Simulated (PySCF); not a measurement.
A GIAO shielding run with PySCF 2.14 (density fitting, non-relativistic, gas phase) on `C=C[C@H]([SiH3])[SiH2]/C=C/CF`, C6H13FSi2:

```
$ OMP_NUM_THREADS=1 python probes_run.py task.json out

{"job": {"kind": "nmr", "xc": "PBE0", "basis": "pcSseg-1"}, "charge": 0, "multiplicity": 1}
C     -3.281608    -1.781227     0.240252
C     -2.625086    -0.800962    -0.356435
C     -1.385555    -0.165456     0.160825
Si    -1.745999     1.665288     0.574114
Si     0.031438    -0.417738    -1.098112
C      1.597368     0.396066    -0.447939
C      2.729017    -0.243284    -0.193200
C      3.982501     0.408727     0.297848
F      4.645243    -0.410547     1.183372
H     -2.942347    -2.202268     1.173156
H     -4.181916    -2.203199    -0.172981
H     -2.993789    -0.401372    -1.293082
H     -1.102796    -0.664960     1.093496
H     -2.029822     2.401901    -0.660156
H     -0.585630     2.254507     1.246581
H     -2.908744     1.734794     1.462084
H      0.262558    -1.852906    -1.298947
H     -0.322498     0.208851    -2.379892
H      1.572093     1.466614    -0.280480
H      2.812360    -1.310909    -0.340533
H      4.680335     0.586931    -0.531988
H      3.782468     1.350534     0.819598
```

Hardware: 1 thread of an Arm Neoverse N1, shared host. The job also computes population analyses, field gradients.

Problem. How large is the calculation?

Solution. 86 electrons, 232 basis functions and 1247 auxiliary functions.

Problem. How long does it take, and how much memory does it need?

Solution. 120 s of wall time, with 14 SCF cycles and 4 response iterations; peak memory 1 GiB. Times on a shared host scatter by some tens of per cent.
